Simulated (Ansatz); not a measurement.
# One elementary step

Start structure (ZnH₄O₂, singlet), relaxed at PBE0-D4/def2-TZVP:

Zn1  (0.275, -0.393, -0.170)
O2  (0.434, -0.910, 1.517)
O3  (0.032, 0.245, -1.805)
H4  (-1.022, 1.383, 1.005)
H5  (-1.093, 1.638, 0.302)
H6  (0.877, -1.747, 1.656)
H7  (0.497, -0.216, -2.505)
(Å)

The step: ZnH₂O₂ ([OH][Zn][OH]) + H₂ → ZnH₂O ([OH][ZnH]) + H₂O (still joined by a long Zn–O bond); bonds formed: Zn1–H5, O2–H4; bonds broken: H4–H5; bonds weakened to dative contacts: Zn1–O2. Program: Ansatz 0.2.0. Basis: def2-TZVPP and def2-QZVPP. Cores are frozen in the correlated methods. The 3s and 3p shells of Cu and Zn are frozen; filled d shells are correlated. Extrapolation: Hartree–Fock as exp(−7.88 √X), correlation as X^−2.97. Energies below are by CCSD(T) at an estimated basis limit (MP2 extrapolated from triple and quadruple zeta, plus CCSD(T) − MP2 in triple zeta).

Question: What are the electronic barrier and the energy of the step, from the start structure to the end structure? (Judge from chemistry; the value comes from the calculation.)

Answer: Computed: Barrier 108.2 kJ/mol; step energy -36.2 kJ/mol (downhill); reverse barrier, their difference, 144.4 kJ/mol. Barrier and step energy count from the start structure, the reverse barrier from the end structure.

The saddle point: One imaginary mode of 1248i cm⁻¹.
| pair | start (Å) | saddle (Å) | end (Å) |
| --- | --- | --- | --- |
| Zn1–H5 | 2.49 | 1.85 | 1.53 |
| O2–H4 | 2.76 | 1.30 | 0.96 |
| Zn1–O2 | 1.77 | 1.94 | 2.25 |
| H4–H5 | 0.75 | 0.99 | 3.72 |

Zero-point energy (harmonic, PBE0-D4): ZPE is 100.4 kJ/mol at the start and 101.8 kJ/mol at the saddle, so the barrier goes from 108.2 to 109.5 kJ/mol.

No T1 diagnostic of these runs exceeds 0.017.

Labels in which every atom is bracketed show which atoms are joined, not bond orders.

For scale, one of the runs: CCSD(T)/def2-TZVPP, 182 basis functions, launched by `ansatz run in.yaml --threads 4 --pin off --events-out ev --progress --plain --max-ram 9574MiB`. Hardware: 4 CPU threads of an Arm Neoverse V2, shared host. Wall time 27 s; peak host memory 1.8 GiB.
